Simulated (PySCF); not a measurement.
## `C=CC[C@@]1([O-])C[C@@H]1CC`: 4 charge schemes on one density

Compound: C8H13O (charge -1).
Cartesian coordinates in Å at the GFN2-xTB level; atoms count from 1:
```xyz
22
C8H13O angstrom
C     -1.891    0.429   -2.475
C     -2.058   -0.433   -1.479
C     -1.081   -1.451   -1.058
C     -0.487   -1.061    0.369
O     -1.251   -1.277    1.380
C      1.038   -1.266    0.405
C      0.474    0.137    0.260
C      0.602    1.078    1.430
C      2.030    1.584    1.644
H     -2.610    1.203   -2.699
H     -1.016    0.403   -3.109
H     -2.942   -0.367   -0.857
H     -1.564   -2.420   -0.916
H     -0.275   -1.546   -1.790
H      1.575   -1.690   -0.438
H      1.478   -1.513    1.363
H      0.609    0.608   -0.711
H     -0.064    1.935    1.282
H      0.256    0.540    2.316
H      2.366    2.153    0.777
H      2.093    2.228    2.523
H      2.708    0.744    1.782
```

Density: PBE0/pcSseg-1 (PySCF); schemes: Mulliken, IAO, Hirshfeld and ESP-fitted. Geometry: GFN2-xTB, one conformer, isolated ion. The pcSseg-1 basis has no diffuse functions, a weakness for an anion. The HOMO energy is positive at this level (+0.34 eV), so the outermost electrons may be held by the finite basis alone.

Question: Give the atomic charges in each scheme.

Answer: In e; atoms taken as equivalent share a row and are averaged (×n: the atom named and its like, n in all):

```
       atom                 environment  Mulliken     IAO  Hirshfeld  ESP-fitted
         C1        terminal =CH2 carbon    -0.206  -0.385     -0.158      -0.663
         C2            alkene CH carbon    -0.179  -0.091     -0.035      +0.017
         C3              allylic carbon    -0.123  -0.303     -0.100      -0.438
         C4  sp3 carbon bound to oxygen    +0.097  +0.293     +0.042      +0.594
         O5             alkoxide oxygen    -0.644  -0.792     -0.501      -0.832
         C6  three-membered-ring carbon    -0.195  -0.386     -0.155      -0.650
         C7  three-membered-ring carbon    -0.292  -0.207     -0.086      -0.093
         C8            chain CH2 carbon    -0.151  -0.242     -0.078      +0.044
         C9               methyl carbon    -0.269  -0.412     -0.134      -0.132
        H10            vinylic hydrogen    +0.072  +0.118     +0.014      +0.182
        H11            vinylic hydrogen    +0.075  +0.119     +0.018      +0.205
        H12            vinylic hydrogen    +0.078  +0.141     +0.034      +0.132
        H13          methylene hydrogen    +0.083  +0.130     +0.017      +0.123
        H14          methylene hydrogen    +0.055  +0.101     +0.015      +0.129
        H15          methylene hydrogen    +0.052  +0.098     -0.001      +0.104
        H16          methylene hydrogen    +0.068  +0.113     +0.009      +0.178
        H17            methine hydrogen    +0.063  +0.099     +0.004      +0.075
        H18          methylene hydrogen    +0.083  +0.111     +0.018      -0.027
        H19          methylene hydrogen    +0.096  +0.141     +0.022      +0.040
H20/H21/H22             methyl hydrogen    +0.080  +0.118     +0.019      +0.005
```

Mean size of the charges over all atoms: ESP-fitted 0.213 e, IAO 0.211 e, Mulliken 0.142 e, Hirshfeld 0.068 e. Each set sums to the total charge, -1, to within 0.001 e. The IAO scheme projects the occupied orbitals on a minimal set of polarised atomic orbitals and counts the electrons in each atom's part of it.

Lowest charge. All schemes agree: Mulliken O5 (-0.644); IAO O5 (-0.792); Hirshfeld O5 (-0.501); ESP-fitted O5 (-0.832).

Highest charge. All schemes agree: Mulliken C4 (+0.097); IAO C4 (+0.293); Hirshfeld C4 (+0.042); ESP-fitted C4 (+0.594).

Question: How closely do the schemes follow one another over all atoms?

Answer: Correlation coefficient and root-mean-square difference: Mulliken with IAO 0.95, 0.102 e; Mulliken with Hirshfeld 0.94, 0.085 e; IAO with Hirshfeld 0.94, 0.158 e; IAO with ESP-fitted 0.88, 0.155 e; Hirshfeld with ESP-fitted 0.83, 0.233 e; Mulliken with ESP-fitted 0.76, 0.215 e.

Question: Sum the charges by element, for elements with more than one atom.

Answer: 
```
element  atoms  Mulliken     IAO  Hirshfeld  ESP-fitted
      C      8    -1.319  -1.733     -0.705      -1.322
      H     13    +0.963  +1.525     +0.206      +1.155
```

Question: How many electrons does the Hirshfeld scheme count on C9?

Answer: Z − q = 6 − (-0.134) = 6.134.
